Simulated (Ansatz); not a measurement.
The same path of H$_{4}$OSeZn (7 atoms, charge 0, multiplicity 1) was run twice with different band settings. Lost on the way: Zn1–H2, H4–Se5. Made: Zn1–Se5, H2–H4.

The calculation used RKS B3LYP/def2-SVP in Ansatz 0.2.0.

Relaxed end points:

```xyz
7
Properties=species:S:1:pos:R:3
Zn 0.278 -0.593 1.105
H 0.428 -0.343 2.606
O 0.308 -1.199 -0.611
H -0.005 2.323 -0.630
Se -1.208 1.486 -0.454
H 0.794 -2.004 -0.830
H -0.596 0.330 -1.185
```

```xyz
7
Properties=species:S:1:pos:R:3
Zn -0.428 -0.019 -0.694
H 1.460 0.317 1.943
O 0.969 -0.918 -0.026
H 1.554 0.686 2.606
Se -2.111 1.237 -1.621
H 0.743 -1.636 0.581
H -2.188 0.333 -2.789
```

Common settings: movable images 7; climbing image yes; spring 5.0 eV/Å²; optimiser quadratic models (default); force threshold 0.03 eV/Å; iteration limit 60; end points relaxed.

| run | start path |
| --- | --- |
| 1 | through a guess of the saddle point |
| 2 | straight line |

(1) What does each run give, and how far can it be trusted?

Results:

(1) Run 1: converged after 22 iterations, highest image 1.009 eV above the first end. Neighbouring images differ by up to 1.4 eV, so the band resolves the path poorly. A vibrational analysis at the climbing image gives one clearly imaginary mode, 1097i cm⁻¹: a first-order saddle point.
Run 2: converged after 32 iterations, highest image 1.009 eV above the first end. Neighbouring images differ by up to 1.4 eV, so the band resolves the path poorly. Another band between the same ends (7 images) ends at a top of the same energy, where a vibrational analysis finds 1 clearly imaginary mode.
The orbitals stay closed-shell, which can raise the energy where a bond breaks towards radicals; this wasn't checked here.
